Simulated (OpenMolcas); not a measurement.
Tm V.

```
Program             : OpenMolcas 26.06
Method              : CASSCF
Basis               : ANO-RCC-VTZP [8s7p5d3f2g1h]
Scalar Hamiltonian  : DKH2, point nucleus
Active space        : 11 electrons in 7 orbitals (4f)
State averaging     : 2S+1 = 4 odd, 35 roots; 2S+1 = 2 odd, 112 roots (96 in the spin-orbit step)
Spin-orbit coupling : state interaction with AMFI integrals over the reference wave functions, term energies averaged over their components
```

Levels without dynamic correlation, in cm-1 above 4f11 4I* 15/2:

| Level | E |
| --- | --- |
| 4f11 2K* 15/2 | 35268 |
| 4f11 4G* 11/2 [70 %] | 35963 |
| 4f11 2P* 1/2 | 44337 |

On this reference, MS-CASPT2, IPEA 0.25 Eh, imaginary shift 0.1 Eh (closed shells correlated: 5s 5p) puts 4f11 2K* 15/2 at 33120 cm-1.

Q: Estimate the other levels at that method by one scale factor, and say how well it serves.

A: The factor is 33120 / 35268 = 0.939. Scaled values beside those that MS-CASPT2 gives:
```tsv
Level	Scaled	MS-CASPT2	Miss (%)
4f11 4G* 11/2 [70 %]	33769	31830	+6.1
4f11 2P* 1/2	41632	39630	+5.1
```
For these levels the scaled values miss MS-CASPT2 by up to 6.1 %, as correlation changes each term by its own factor, spin-orbit parts do not scale and CASPT2 has its own spread within terms. This holds within one configuration; levels of others move differently, and the target method has errors of its own against measurement.

Term energies are means over components that CASPT2 splits; among the terms shown or strongly mixed into the levels shown the widest spread is 480 cm-1 (4f11 4I*, MS-CASPT2). High states are left out of the spin-orbit mixing, which shifts the levels that they would mix with. Without dynamic correlation excited terms often stand tens of per cent too high (terms of higher spin than the ground term too low), and those without a measured partner can miss by more than the paired ones (holds for CASSCF). Blocks of more than 70 roots (2S+1 = 2 odd) ran without multistate coupling (holds for MS-CASPT2). Levels of configurations outside the active space are missing.

A share in square brackets marks a mixed level and gives the weight of the term that names it, the lowest over the columns. * marks odd parity.
